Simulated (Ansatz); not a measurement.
A first, cheap relaxation of C$_{2}$H$_{7}$InN (`C[N](C)[InH]`) radical.

```yaml
crystal:
  periodic: [false, false, false]
  atoms:
    - {symbol: C, position_ang: [-0.292800, 1.115000, -0.467600]}
    - {symbol: N, position_ang: [0.351300, -0.123500, -0.584800]}
    - {symbol: C, position_ang: [0.977500, -0.443400, 0.667500]}
    - {symbol: In, position_ang: [-1.145500, -1.815400, -1.112000]}
    - {symbol: H, position_ang: [-0.828800, 1.376300, -1.467100]}
    - {symbol: H, position_ang: [-1.126900, 1.130200, 0.304400]}
    - {symbol: H, position_ang: [0.403800, 1.979800, -0.249800]}
    - {symbol: H, position_ang: [0.299600, -0.516400, 1.491000]}
    - {symbol: H, position_ang: [1.533800, -1.402600, 0.620200]}
    - {symbol: H, position_ang: [1.768200, 0.329600, 0.962700]}
    - {symbol: H, position_ang: [-1.874900, -1.686600, -0.143800]}
basis:
  gaussian: {orbitals: def2-SVP}
magnetization: {spin_polarized: true, initial_magnetization: 1}
hamiltonian: {xc: pbe, dispersion: d4}
relax: {f_tol: 0.03, max_steps: 200}
```

```sh
$ ansatz run in.yaml --threads 2 --pin off --events-out ev --progress --plain --max-ram 31744MiB --backend cpu
```

It prints (some lines left out):

```
Functional definition: PBE
mean field -8838.42178005 eV, -324.8060095193 hartree, gradient 2.0e-5 eV, S^2 0.751833; 6 other end points of the search recorded, 0 dependent functions left out
relax step   1: F+E_penalty+E_count = -8838.66013158 eV  Δ(F+E_penalty+E_count) = +0.000e0 eV  max|allowed force component| = 1.499e1 eV/Å  Δτ_max = 0.0000 Å  (210 SCF iters, accepted)
mean field -8841.79306580 eV, -324.9299019855 hartree, gradient 1.2e-5 eV, S^2 0.752283; 0 other end points of the search recorded, 0 dependent functions left out
relax step   2: F+E_penalty+E_count = -8842.02994407 eV  Δ(F+E_penalty+E_count) = -3.370e0 eV  max|allowed force component| = 3.483e0 eV/Å  Δτ_max = 0.1970 Å  (39 SCF iters, accepted)
mean field -8842.38953143 eV, -324.9518216931 hartree, gradient 7.5e-6 eV, S^2 0.753113; 0 other end points of the search recorded, 0 dependent functions left out
relax step   3: F+E_penalty+E_count = -8842.62364904 eV  Δ(F+E_penalty+E_count) = -5.937e-1 eV  max|allowed force component| = 9.410e-1 eV/Å  Δτ_max = 0.1941 Å  (41 SCF iters, accepted)
mean field -8842.52462888 eV, -324.9567864327 hartree, gradient 2.0e-5 eV, S^2 0.753950; 0 other end points of the search recorded, 0 dependent functions left out
relax step   4: F+E_penalty+E_count = -8842.75510820 eV  Δ(F+E_penalty+E_count) = -1.315e-1 eV  max|allowed force component| = 5.305e-1 eV/Å  Δτ_max = 0.1947 Å  (40 SCF iters, accepted)
mean field -8842.69765676 eV, -324.9631450903 hartree, gradient 1.7e-5 eV, S^2 0.754561; 0 other end points of the search recorded, 0 dependent functions left out
relax step   5: F+E_penalty+E_count = -8842.92387533 eV  Δ(F+E_penalty+E_count) = -1.688e-1 eV  max|allowed force component| = 7.233e-1 eV/Å  Δτ_max = 0.1999 Å  (38 SCF iters, accepted)
mean field -8842.76917837 eV, -324.9657734610 hartree, gradient 1.8e-5 eV, S^2 0.754881; 0 other end points of the search recorded, 0 dependent functions left out
relax step   6: F+E_penalty+E_count = -8842.99244730 eV  Δ(F+E_penalty+E_count) = -6.857e-2 eV  max|allowed force component| = 7.194e-1 eV/Å  Δτ_max = 0.1928 Å  (38 SCF iters, accepted)
mean field -8842.81742042 eV, -324.9675463234 hartree, gradient 1.8e-5 eV, S^2 0.754757; 0 other end points of the search recorded, 0 dependent functions left out
relax step   7: F+E_penalty+E_count = -8843.04031299 eV  Δ(F+E_penalty+E_count) = -4.787e-2 eV  max|allowed force component| = 3.372e-1 eV/Å  Δτ_max = 0.1926 Å  (35 SCF iters, accepted)
mean field -8842.86763497 eV, -324.9693916741 hartree, gradient 2.2e-5 eV, S^2 0.754218; 0 other end points of the search recorded, 0 dependent functions left out
relax step   8: F+E_penalty+E_count = -8843.09141890 eV  Δ(F+E_penalty+E_count) = -5.111e-2 eV  max|allowed force component| = 2.155e-1 eV/Å  Δτ_max = 0.2000 Å  (34 SCF iters, accepted)
mean field -8842.85583983 eV, -324.9689582108 hartree, gradient 7.9e-6 eV, S^2 0.754282; 0 other end points of the search recorded, 0 dependent functions left out
relax step   9: F+E_penalty+E_count = -8843.08137712 eV  Δ(F+E_penalty+E_count) = +1.004e-2 eV  max|allowed force component| = 6.295e-1 eV/Å  Δτ_max = 0.1924 Å  (40 SCF iters, rejected (line search))
mean field -8842.88495488 eV, -324.9700281691 hartree, gradient 1.1e-5 eV, S^2 0.754289; 0 other end points of the search recorded, 0 dependent functions left out
relax step  10: F+E_penalty+E_count = -8843.10917489 eV  Δ(F+E_penalty+E_count) = -1.776e-2 eV  max|allowed force component| = 1.214e-1 eV/Å  Δτ_max = 0.0962 Å  (33 SCF iters, accepted)
mean field -8842.89305428 eV, -324.9703258166 hartree, gradient 1.1e-5 eV, S^2 0.754262; 0 other end points of the search recorded, 0 dependent functions left out
relax step  11: F+E_penalty+E_count = -8843.11715657 eV  Δ(F+E_penalty+E_count) = -7.982e-3 eV  max|allowed force component| = 7.668e-2 eV/Å  Δτ_max = 0.0944 Å  (33 SCF iters, accepted)
mean field -8842.89408770 eV, -324.9703637940 hartree, gradient 1.2e-5 eV, S^2 0.754186; 0 other end points of the search recorded, 0 dependent functions left out
relax step  12: F+E_penalty+E_count = -8843.11856739 eV  Δ(F+E_penalty+E_count) = -1.411e-3 eV  max|allowed force component| = 2.224e-2 eV/Å  Δτ_max = 0.0333 Å  (34 SCF iters, accepted)
mean field -8842.89423772 eV, -324.9703693073 hartree, gradient 1.4e-5 eV, S^2 0.754191; 0 other end points of the search recorded, 0 dependent functions left out
relax step  13: F+E_penalty+E_count = -8843.11843651 eV  Δ(F+E_penalty+E_count) = +1.309e-4 eV  max|allowed force component| = 3.888e-2 eV/Å  Δτ_max = 0.0677 Å  (34 SCF iters, rejected (line search))
mean field -8842.89462753 eV, -324.9703836326 hartree, gradient 8.8e-6 eV, S^2 0.754198; 0 other end points of the search recorded, 0 dependent functions left out
relax step  14: F+E_penalty+E_count = -8843.11899768 eV  Δ(F+E_penalty+E_count) = -4.303e-4 eV  max|allowed force component| = 4.858e-3 eV/Å  Δτ_max = 0.0330 Å  (35 SCF iters, accepted)
mean field -8842.89475273 eV, -324.9703882335 hartree, gradient 7.9e-6 eV, S^2 0.754202; 0 other end points of the search recorded, 0 dependent functions left out
relax step  15: F+E_penalty+E_count = -8843.11911024 eV  Δ(F+E_penalty+E_count) = -1.126e-4 eV  max|allowed force component| = 7.480e-3 eV/Å  Δτ_max = 0.0201 Å  (35 SCF iters, accepted)
mean field -8842.89556827 eV, -324.9704182039 hartree, gradient 2.1e-5 eV, S^2 0.754443; 0 other end points of the search recorded, 0 dependent functions left out
relax step  16: F+E_penalty+E_count = -8843.11990258 eV  Δ(F+E_penalty+E_count) = -7.923e-4 eV  max|allowed force component| = 7.998e-2 eV/Å  Δτ_max = 0.1478 Å  (35 SCF iters, accepted)
mean field -8842.89678115 eV, -324.9704627764 hartree, gradient 1.3e-5 eV, S^2 0.754710; 0 other end points of the search recorded, 0 dependent functions left out
relax step  17: F+E_penalty+E_count = -8843.12113236 eV  Δ(F+E_penalty+E_count) = -1.230e-3 eV  max|allowed force component| = 1.355e-1 eV/Å  Δτ_max = 0.0838 Å  (35 SCF iters, accepted)
mean field -8842.89870084 eV, -324.9705333237 hartree, gradient 2.0e-5 eV, S^2 0.755447; 0 other end points of the search recorded, 0 dependent functions left out
relax step  18: F+E_penalty+E_count = -8843.12323290 eV  Δ(F+E_penalty+E_count) = -2.101e-3 eV  max|allowed force component| = 2.871e-1 eV/Å  Δτ_max = 0.1675 Å  (33 SCF iters, accepted)
mean field -8842.90906747 eV, -324.9709142906 hartree, gradient 1.6e-5 eV, S^2 0.755754; 0 other end points of the search recorded, 0 dependent functions left out
relax step  19: F+E_penalty+E_count = -8843.13369784 eV  Δ(F+E_penalty+E_count) = -1.046e-2 eV  max|allowed force component| = 2.084e-1 eV/Å  Δτ_max = 0.1086 Å  (34 SCF iters, accepted)
mean field -8842.92046099 eV, -324.9713329945 hartree, gradient 2.6e-5 eV, S^2 0.755777; 0 other end points of the search recorded, 0 dependent functions left out
relax step  20: F+E_penalty+E_count = -8843.14666420 eV  Δ(F+E_penalty+E_count) = -1.297e-2 eV  max|allowed force component| = 2.548e-1 eV/Å  Δτ_max = 0.1998 Å  (32 SCF iters, accepted)
mean field -8842.93121361 eV, -324.9717281463 hartree, gradient 2.7e-5 eV, S^2 0.755653; 0 other end points of the search recorded, 0 dependent functions left out
relax step  21: F+E_penalty+E_count = -8843.15677311 eV  Δ(F+E_penalty+E_count) = -1.011e-2 eV  max|allowed force component| = 2.524e-1 eV/Å  Δτ_max = 0.1922 Å  (34 SCF iters, accepted)
mean field -8842.93139654 eV, -324.9717348686 hartree, gradient 1.9e-5 eV, S^2 0.755431; 0 other end points of the search recorded, 0 dependent functions left out
relax step  22: F+E_penalty+E_count = -8843.15811099 eV  Δ(F+E_penalty+E_count) = -1.338e-3 eV  max|allowed force component| = 3.068e-1 eV/Å  Δτ_max = 0.1854 Å  (34 SCF iters, accepted)
mean field -8842.93818256 eV, -324.9719842505 hartree, gradient 5.2e-5 eV, S^2 0.753752; 0 other end points of the search recorded, 0 dependent functions left out
relax step  23: F+E_penalty+E_count = -8843.16439854 eV  Δ(F+E_penalty+E_count) = -6.288e-3 eV  max|allowed force component| = 1.492e-1 eV/Å  Δτ_max = 0.2000 Å  (34 SCF iters, accepted)
mean field -8842.91690670 eV, -324.9712023769 hartree, gradient 2.6e-5 eV, S^2 0.753159; 0 other end points of the search recorded, 0 dependent functions left out
relax step  24: F+E_penalty+E_count = -8843.14407544 eV  Δ(F+E_penalty+E_count) = +2.032e-2 eV  max|allowed force component| = 5.013e-1 eV/Å  Δτ_max = 0.1353 Å  (39 SCF iters, rejected (line search))
mean field -8842.94282663 eV, -324.9721549166 hartree, gradient 1.1e-5 eV, S^2 0.753580; 0 other end points of the search recorded, 0 dependent functions left out
relax step  25: F+E_penalty+E_count = -8843.16944781 eV  Δ(F+E_penalty+E_count) = -5.049e-3 eV  max|allowed force component| = 2.227e-2 eV/Å  Δτ_max = 0.0658 Å  (35 SCF iters, accepted)
mean field -8842.94282663 eV, -324.9721549166 hartree, gradient 1.8e-5 eV, S^2 0.753580; 2 other end points of the search recorded, 0 dependent functions left out
Total energy: -8843.16949035 eV, -324.9804846546 hartree
Atom 0 at    -0.471319     1.027806    -0.323930 Å, force    -0.017279    -0.009372     0.009929 eV/Å
Atom 1 at    -0.070584    -0.303436     0.070002 Å, force    -0.007590    -0.019117    -0.006073 eV/Å
Atom 2 at     1.129367    -0.324760     0.871875 Å, force     0.022271     0.013543     0.007048 eV/Å
Atom 3 at    -0.716636    -1.985891    -1.065697 Å, force    -0.002393     0.006621    -0.001470 eV/Å
Atom 4 at    -1.370961     0.999694    -0.974258 Å, force     0.002085    -0.003433    -0.009442 eV/Å
Atom 5 at    -0.740606     1.643858     0.571716 Å, force     0.006422    -0.004875    -0.002097 eV/Å
Atom 6 at     0.329037     1.595676    -0.863407 Å, force     0.001264     0.006466    -0.008093 eV/Å
Atom 7 at     0.977183     0.224560     1.834860 Å, force    -0.008613    -0.002621    -0.006268 eV/Å
Atom 8 at     1.420319    -1.364866     1.125111 Å, force     0.003587    -0.005867     0.005928 eV/Å
Atom 9 at     2.009354     0.159977     0.375217 Å, force    -0.008806     0.000515     0.001066 eV/Å
Atom 10 at    -2.429855    -1.729616    -1.600789 Å, force     0.009053     0.018140     0.009471 eV/Å
Dipole moment:     0.158845     0.103838     0.044449 e Å
```

Hardware: 2 threads of an AMD EPYC 7R13 on a shared host. Wall time 64 s, peak host memory 0.3 GiB.
